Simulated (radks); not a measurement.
Tm3+, 66 electrons, occupied as [Xe] 4f12. Calculated with a radial shooting solver on a logarithmic mesh with Libxc functionals: scalar-relativistic Kohn-Sham, LDA (Slater exchange, VWN5 correlation), spin-unpolarised, spherical densities, finite nucleus; Fermi nuclear charge, rms radius 5.2256 fm.

Unscreened Slater integrals over Kohn-Sham orbitals (hartree).

| integral | value |
|---|---|
| F0(4f,4f) | 1.2488 |
| F2(4f,4f) | 0.58553 |
| F4(4f,4f) | 0.36579 |
| F6(4f,4f) | 0.26271 |
| F0(4f,5p) | 0.76922 |
| F2(4f,5p) | 0.25851 |
| G2(4f,5p) | 0.13288 |
| G4(4f,5p) | 0.10256 |
| F0(4f,5s) | 0.86918 |
| G3(4f,5s) | 0.15821 |
| F0(4f,4d) | 1.3895 |
| F2(4f,4d) | 0.66086 |
| F4(4f,4d) | 0.42063 |
| G1(4f,4d) | 0.77333 |
| G3(4f,4d) | 0.48604 |
| G5(4f,4d) | 0.34371 |
| F0(5p,5p) | 0.63831 |
| F2(5p,5p) | 0.34392 |
| F0(5p,5s) | 0.68446 |
| G1(5p,5s) | 0.45596 |
| F0(5p,4d) | 0.80206 |
| F2(5p,4d) | 0.21802 |
| G1(5p,4d) | 0.059377 |
| G3(5p,4d) | 0.057907 |
| F0(5s,5s) | 0.74551 |
| F0(5s,4d) | 0.91610 |
| G2(5s,4d) | 0.093965 |
| F0(4d,4d) | 1.5792 |
| F2(4d,4d) | 0.80094 |
| F4(4d,4d) | 0.53557 |

Derived for the open shells (J is the average intra-shell exchange parameter used in DFT+U). 4f: F4/F2 = 0.625, F6/F2 = 0.449, J = (286 F2 + 195 F4 + 250 F6)/6435 = 0.04731 hartree.
